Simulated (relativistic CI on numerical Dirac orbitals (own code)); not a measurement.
## Electric-dipole transitions in W I

Computed by Dirac-Coulomb-Breit CI, orbitals from a KLI potential per configuration, model QED (radiative potential, 1s self-energy scaled to tabulated hydrogen-like ionisation energies), valence Slater integrals scaled by 0.85, configuration energies shifted to the measured levels that pair with them (semi-empirical) (own radial code, finite nucleus).

Configurations in the expansion (outside the closed core [Xe] 4f14): 5d4.6s2, 5d5.6s, 5d4.6s.6p, 5d5.6p, 5d6, 5d3.6s2.6p, 5d4.6p2, 5d4.6s.6d, 5d2.6s2.6p2, 5d3.6s2.5f, 5d5.6d, 5d4.6s.7s, 5d3.6s2.7p, 5d5.5f, 5d3.6s.6p2, 5d5.7s, 5d3.6s2.7s, 5d3.6s2.8s, 5d3.6s2.7d, 5d3.6s2.8p, 5d4.6s.7p, 5d4.6d2, 5d4.6s.5f, 5d3.6s2.5g, 5d3.6s2.6d, 5d3.6s2.6f, 5d3.6s2.8d, 5d4.6s.8s, 5d3.6s2.6g, 5d4.6s.8p. Levels of other configurations are missing.

```tsv
λ vac (nm)	Lower	Upper	A (s⁻¹)	gf	Branching (%)
217.94	5d4.6s2 5D_4 [6]	5d5.6p 1G°_4 [381]	6.25e+07	4.01e-01	32.9
225.08	5d4.6s2 5D_4 [6]	5d5.6p 1H°_5 [336]	4.40e+07	3.68e-01	35.5
250.44	5d4.6s2 5D_1 [2]	5d5.6p 5D°_2 [187]	3.88e+07	1.83e-01	29.2
254.81	5d4.6s2 5D_2 [3]	5d5.6p 5D°_3 [197]	7.58e+07	5.16e-01	50.5
258.04	5d4.6s2 3H_4 [8]	5d5.6p 1G°_4 [381]	6.77e+07	6.08e-01	35.6
259.41	5d4.6s2 3H_4 [8]	5d5.6p 3H°_4 [377]	3.81e+07	3.46e-01	26.5
260.76	5d4.6s2 5D_3 [5]	5d5.6p 5D°_4 [204]	5.33e+07	4.89e-01	46.2
266.04	5d4.6s2 5D_1 [2]	5d5.6p 5F°_2 [155]	4.57e+07	2.43e-01	40.8
266.86	5d4.6s2 5D_0 [1]	5d5.6p 5F°_1 [142]	9.30e+07	2.98e-01	69.4
268.12	5d4.6s2 3H_4 [8]	5d5.6p 1H°_5 [336]	3.20e+07	3.79e-01	25.7
270.74	5d4.6s2 5D_4 [6]	5d5.6p 5D°_4 [204]	3.59e+07	3.55e-01	31.1
271.20	5d4.6s2 5D_2 [3]	5d5.6p 5F°_3 [165]	6.67e+07	5.15e-01	56.9
280.32	5d4.6s2 5D_4 [6]	5d5.6p 5F°_5 [186]	4.77e+07	6.18e-01	77.3
281.91	5d4.6s2 5D_3 [5]	5d5.6p 5F°_3 [165]	3.10e+07	2.59e-01	26.5
282.01	5d4.6s2 5D_3 [5]	5d5.6p 5F°_4 [164]	5.41e+07	5.80e-01	63.3
286.80	5d4.6s2 3H_5 [12]	5d5.6p 3K°_6 [345]	2.65e+07	4.24e-01	49.1
287.26	5d4.6s2 5D_3 [5]	5d5.6p 5F°_2 [155]	4.18e+07	2.59e-01	37.3
291.01	5d4.6s2 5D_4 [6]	5d5.6p 5F°_5 [168]	2.50e+07	3.50e-01	77.1
299.14	5d4.6s2 5D_4 [6]	5d5.6p 5P°_3 [156]	6.76e+07	6.35e-01	68.7
330.81	5d4.6s2 3G_3 [10]	5d5.6p 3H°_4 [227]	2.52e+07	3.72e-01	50.7
```

Terms are leading LS components. Brackets give the number of a level in order of energy, since labels repeat. The list gives strong lines, with weight on those to low levels, without configurations that were not tied to measured data, without lines whose two gauges differ by over a factor of 2.5, among the lowest 400 of 7767 levels, so that lines to higher ones, which can be the strongest, are missing, and without lines across small gaps between configurations, and without 8 lines that miss the measured interval by over 3.5 %, start from a term whose rates miss tabulated ones by over 60 %, have gauges far apart or, lacking measured levels, span too small a gap for the errors found; lines with a level outside our table were not tested and can miss by more. Levels whose partners in the same complex of configurations lie outside the list can be far off, and so can their lines. Rates are taken at the computed energies, electric ones in the length gauge.

Configurations whose levels could be paired with our table of measured levels were shifted onto them, all but the ground configuration, by the median error of their levels; single terms can still be off by 1,000 to 2,000 cm⁻¹ or more, and rates follow the energies as ν³ (E1, M1) or ν⁵ (E2). The others borrow a shift and can be off by several thousand cm⁻¹ or more. The fine structure of a lone outer electron comes out too small, for d and f at times inverted, and misplaced configurations move strength between like terms. 7 of the 13 excited levels that our extract of the measured tables holds in this range could be paired (the sources list more); they are missed by 471 cm⁻¹ on average and 881 at most, after the shifts were fitted to these levels, and levels without a partner can miss by more. Some levels of the ground configuration have no partner and can miss by 10 % or more.

LS names give the leading component of a level, which can be under half, so a name can repeat, a term be missing and a line seem to break the LS rules.
